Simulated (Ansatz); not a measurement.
Reaction 2 R1 + R2 → 2 P1, each structure at its B3LYP-D3(BJ)/def2-TZVP stationary point, reached from a drawn start (curvature not checked).
R1, NbO (SMILES [O]=[Nb]) (charge 0, multiplicity 4, Z-matrix in Å and degrees):
```
Nb
O 1 1.6879
```
P1, NbO2 (SMILES [O]=[Nb]=[O]) (charge 0, multiplicity 2):
```xyz
3

Nb     0.00463     0.00597    -0.69391
O      1.35828    -0.00638     0.35595
O     -1.36291     0.00041     0.33796
```
R2: O2 (SMILES O=O), charge 0, multiplicity 3.

P less R. No zero-point or thermal terms; open shells are unrestricted; no spin–orbit coupling. The spin states of the d-block species are the ones drawn and need not be the lowest.

Cores are frozen in the correlated methods.

The values were computed with Ansatz (a first-principles code). Each number belongs to the level named beside it. Elements past Kr take the def2 small-core potentials, without spin–orbit coupling.

Total energies in hartree:

```tsv
structure	PBE/def2-TZVPP	B3LYP/def2-TZVPP	CCSD(T)/def2-QZVPP
R1	-132.156080	-132.221070	-131.669211
P1	-207.433797	-207.560292	-206.905189
R2	-150.248611	-150.389760	-150.174628
```

Q: Work out the reaction energy at each level in kcal/mol (1 hartree = 627.50947 kcal/mol), and say how far PBE/def2-TZVPP lies from CCSD(T)/def2-QZVPP.

A: 
- PBE/def2-TZVPP: 2 × (-207.433797) − (-150.248611) − 2 × (-132.156080) = -0.306823 hartree = -192.53 kcal/mol
- B3LYP/def2-TZVPP: 2 × (-207.560292) − (-150.389760) − 2 × (-132.221070) = -0.288684 hartree = -181.15 kcal/mol
- CCSD(T)/def2-QZVPP: 2 × (-206.905189) − (-150.174628) − 2 × (-131.669211) = -0.297328 hartree = -186.58 kcal/mol
PBE/def2-TZVPP less CCSD(T)/def2-QZVPP: -5.95 kcal/mol. CCSD(T)/def2-QZVPP is the level counted from, the highest shown, and no exact or measured value.
